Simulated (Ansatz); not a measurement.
Frontier orbitals of CH2InNO.

```xyz
6

C     0.784   -0.431   -0.618
N     1.162   -0.021    0.550
In   -0.784    0.547    0.894
O    -0.446   -0.351   -1.063
H     1.518   -0.878   -1.302
H    -2.235    1.134    1.539
```

Total charge 0; spin multiplicity 1. Correlated methods include outer-core shells of In, which these sets cover unevenly. In takes the def2 core potential. All single points use the PBE0-D4/def2-TZVP geometry. Basis def2-TZVPP, the Gaussian-basis code of Ansatz.

Orbital energies of one run (eV). Highest occupied ones, from the top: -9.08, -9.29, -10.70, -13.23, -13.61, -14.09, -15.07, -18.44, -24.23, -24.61, -24.75, -24.85, -24.88, -26.67. Empty: -0.46, 0.30, 0.84, 1.79, 2.54, 3.50.

Question: Which functional gave them?
A. BHLYP
B. ωB97M-V
C. PBE
D. revPBE

Answer: B. HOMO energies: ωB97M-V -9.08, PBE -5.56, revPBE -5.48, BHLYP -8.07 eV.
